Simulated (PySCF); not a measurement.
Working out the ionisation energy of Si⁺

Si⁺ [Ne] 3s2 3p1 (2P) → Si²⁺ [Ne] 3s2 (1S). Calculation: PySCF 2.14, in aug-cc-pwCVDZ; no relativity, point nucleus. Frozen: [Ne]. Energies in hartree (1 hartree = 27.21139 eV):

```json
{"part": "UHF", "Si⁺ (lower)": "-288.570061", "Si²⁺ (upper)": "-287.988634"}
{"part": "CCSD correlation", "Si⁺ (lower)": "-0.054528", "Si²⁺ (upper)": "-0.043779"}
{"part": "(T)", "Si⁺ (lower)": "-0.000730", "Si²⁺ (upper)": "0.000000"}
```

**Question.** What does Hartree-Fock give?

**Answer.** (-287.988634) − (-288.570061) = 0.581427 hartree = 15.821 eV.

**Question.** What do CCSD and CCSD(T) give?

**Answer.** The CCSD correlation energies differ by 0.010749 hartree = 0.292 eV and the triples by 0.000730 hartree = 0.020 eV, so CCSD gives 16.113 eV and CCSD(T) 16.133 eV.

Measured between the centres of the two terms (NIST): 16.322 eV, so CCSD(T) (valence) is off by -0.189 eV.

A double-zeta basis recovers only part of the correlation energy.

What remains against the reference includes basis incompleteness, the frozen core and higher excitations.
